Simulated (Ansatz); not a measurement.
Basis sets compared for K₄Bi₂⁺. Charge 1, multiplicity 2. Geometry r2SCAN-D4/def2-SVP. Ansatz on 4 threads of Arm Neoverse V1 on a shared host; times are rough, and most runs start from earlier orbitals.

```xyz
6

K    -0.620   -2.648    1.673
K     1.947    2.413    0.721
K    -3.731    1.321    0.612
K     1.125   -0.422   -3.058
Bi   -0.709    0.339   -0.202
Bi    1.989   -1.005    0.254
```

In the def2 sets Bi takes a core potential; there is no spin–orbit coupling. The structure comes from a short search, and lower isomers may exist.

| level | functions | energy (Eh) | HOMO (eV) | LUMO (eV) | wall time |
| --- | --- | --- | --- | --- | --- |
| PBE-D4/def2-SVP | 148 | -2827.8516 | -4.91 | -4.68 | 11 s |
| PBE0-D4/def2-SVP | 148 | -2828.0024 | -5.45 | -3.96 | 14 s |

**Question.** Estimate the rows for PBE-D4/def2-TZVP (with forces), PBE0-D4/def2-TZVP.

**Answer.** 
| level | functions | energy (Eh) | HOMO (eV) | LUMO (eV) | wall time |
| --- | --- | --- | --- | --- | --- |
| PBE-D4/def2-TZVP (with forces) | 232 | -2828.1817 | -4.97 | -4.71 | 19 s |
| PBE0-D4/def2-TZVP | 232 | -2828.3244 | -5.52 | -4.00 | 30 s |
